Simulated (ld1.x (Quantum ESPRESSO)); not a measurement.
**Scattering properties, RRKJ potential for thallium (Tl)**

```
Element                 : thallium (Tl)
Generator               : ld1.x (Quantum ESPRESSO) 7.5
Type                    : norm-conserving RRKJ (Kleinman–Bylander form)
Functional              : PBEsol
Relativity              : scalar-relativistic
Frozen core             : [Xe] 4f14
Valence charge          : 13
Reference configuration : 5d10 6s2 6p1
Partial waves           : 6p (bound): rc 3.15 bohr; 5d (bound): rc 2.00 bohr; 6s (bound): rc 1.55 bohr
Local potential         : the s channel
Core correction         : none
```

The phase is arctan(r·u′/u) with u = r·R(r), unwrapped; energies in Ry, scanned from -3 to 5 Ry. A pole is an energy at which the radial function vanishes at the test radius. The pseudo phase is shifted by a multiple of π to meet the all-electron one at the reference energy, and phase errors are pseudo minus all-electron; the curves can meet again beyond the range given. Levels narrower than the energy grid can be missing from the lists of poles.

```csv
channel,radius (bohr),reference energy (Ry),"poles, all-electron","poles, pseudo",unbroken range about the reference energy with phases within 0.05 rad,phase error 1 Ry above the reference energy (rad)
s,3.40,-0.71,"-0.30, 4.25","-0.31, 1.22",below 0.4,-0.028
p,3.40,-0.17,0.78,0.77,below 2.4,-0.002
d,3.40,-1.14,"-1.10, 2.55","-1.10, 2.71",below 0.6,+0.003
```

Phases in the d channel:

```
E (Ry)  all-electron  pseudo
 -3.00         1.401   1.401
 -2.76         1.393   1.393
 -2.52         1.385   1.385
 -2.28         1.374   1.374
 -2.04         1.361   1.361
 -1.80         1.344   1.344
 -1.56         1.317   1.317
 -1.32         1.240   1.241
 -1.08        -1.637  -1.637
 -0.84        -1.793  -1.792
 -0.60        -1.843  -1.842
 -0.36        -1.891  -1.889
 -0.12        -1.954  -1.950
  0.12        -2.048  -2.041
  0.36        -2.214  -2.196
  0.60        -2.560  -2.511
  0.84        -3.278  -3.169
  1.08        -3.978  -3.894
  1.32        -4.311  -4.263
  1.56        -4.473  -4.441
  1.80        -4.566  -4.540
  2.04        -4.627  -4.605
  2.28        -4.672  -4.652
  2.52        -4.709  -4.688
  2.76        -4.740  -4.719
  3.00        -4.770  -4.746
  3.24        -4.800  -4.771
  3.48        -4.833  -4.797
  3.72        -4.872  -4.825
  3.96        -4.923  -4.857
  4.20        -4.997  -4.897
  4.44        -5.124  -4.950
  4.68        -5.394  -5.029
  4.92        -6.096  -5.166
```
